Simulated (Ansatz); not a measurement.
AlGaAs₂ was relaxed with r2SCAN-D4 (def2-SVP) in Ansatz in these states: neutral quintet, neutral singlet, neutral triplet. The geometries follow in no particular order.

A:

```csv
atom,x (Å),y (Å),z (Å)
Al1,1.3089,-0.6133,-1.4372
Ga2,-1.6862,0.6404,1.0974
As3,-0.1163,-1.2305,0.4115
As4,0.4936,1.2034,-0.0717
```

B:

```xyz
4

Al    0.513   -0.439   -1.417
Ga   -1.682    0.728   -0.205
As    0.111   -1.197    0.965
As    1.059    0.909    0.656
```

C:

| atom | x (Å) | y (Å) | z (Å) |
| --- | --- | --- | --- |
| Al1 | 2.2903 | 0.5591 | -0.2175 |
| Ga2 | -2.3087 | -0.5651 | 0.2297 |
| As3 | -0.2494 | 1.1112 | 0.1200 |
| As4 | 0.2678 | -1.1052 | -0.1321 |

Problem. Judge from the bond lengths which geometry belongs to which state (an estimate).

Solution. A is the neutral triplet (Ga2–As3 2.537 Å, Ga2–As4 2.537 Å, As3–As4 2.555 Å); B is the neutral quintet (Ga2–As3 2.879 Å, Ga2–As4 2.879 Å, As3–As4 2.330 Å); C is the neutral singlet (Ga2–As3 2.658 Å, Ga2–As4 2.657 Å, As3–As4 2.290 Å).

At PBE0-D4/def2-TZVP a singlet lies 0.37 eV below the neutral triplet. At PBE0-D4/def2-TZVP a singlet lies 1.92 eV below the neutral quintet. These are the stationary points nearest to one start from a short search; other shapes may lie lower in each state.
